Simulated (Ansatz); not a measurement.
Consider the redistribution: `[Br][GaH][Br]` + `C=C[SiH2]O[SiH3]` → `[SiH3][O][GaH][Br]` + `C=C[SiH2]Br`.

Isolated molecules relaxed with PBE0-D4/def2-TZVP in Ansatz; ΔE leaves out vibrations. CCSD(T)/CBS is the MP2 limit (def2-TZVPP, def2-QZVPP) plus CCSD(T) − MP2 in def2-TZVPP, frozen cores. DFT in def2-TZVPP. HSE06 is defined as in plane-wave codes. For Br, Ga outer-core shells are correlated without core-valence functions, which leaves a few kJ/mol of doubt a bond. Scalar relativity is left out up to krypton. One conformer a species, not always the lowest.

```json
{"level": "PBE-D4", "ΔE (eV)": "0.60"}
{"level": "B97M-V", "ΔE (eV)": "0.69"}
{"level": "HSE06-D4", "ΔE (eV)": "0.65"}
{"level": "CCSD(T)/def2-TZVPP", "ΔE (eV)": "0.64"}
```

Question: What does CCSD(T)/CBS give? (An estimate is asked.)

Answer: The calculation gave: +0.63 eV. The listed levels differ from it by -0.03, 0.06, 0.02, 0.01 eV.

Largest T1 diagnostic among the species: 0.012.

At CCSD(T), def2-SVP lies −0.07 eV from the extrapolated value and def2-TZVPP +0.00 eV. From BLYP to BHLYP (50 % exact exchange), in def2-TZVPP and without D4, ΔE moves by +0.11 eV.
